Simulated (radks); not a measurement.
Neutral ytterbium inside a hard spherical wall (all orbitals vanish at R), configuration held at [Xe] 4f14 6s2 and not refilled when levels cross. Calculated with a radial shooting solver on a logarithmic mesh with Libxc functionals: scalar-relativistic Kohn-Sham, LDA (Slater exchange, VWN5 correlation), spin-polarised, spherical densities, point nucleus. Eigenvalues in eV for spin up, with the zero of energy where the potential of the charges vanishes at infinity; a dash marks a level that is unbound or too diffuse for the functional's potential to be trusted. A positive occupied level is held by the wall or, in an anion where self-interaction has pushed it up, behind a barrier. The pressure on the wall is -dE/dV.

R (bohr)  E (hartree)  kinetic (hartree)    e(5s)    e(5p)   e(6s)   e(4f)  e(6p, empty)  e(5d, empty)  pressure (GPa)
free      -14051.2043          15310.838  -55.111  -27.593  -4.078  -3.252             -             -               0
10        -14051.2027          15310.854  -54.993  -27.477  -3.984  -3.137        -0.844        -0.677          0.0397
8         -14051.1920          15310.927  -54.574  -27.064  -3.601  -2.726        -0.036        -0.225           0.442
7         -14051.1716          15311.038  -54.051  -26.552  -3.041  -2.211         0.993         0.340            1.52
6         -14051.1174          15311.289  -53.111  -25.643  -1.822  -1.275         3.068         1.401            5.57
4         -14050.4791          15313.745  -48.051  -20.862   8.673   4.101        18.757         8.035             128
3         -14048.3670          15321.736  -39.096  -11.895  35.203  14.623        53.348        21.310            1150
2         -14033.1916          15373.736   -1.002   32.001  168.04  57.481        205.63        81.494           23100
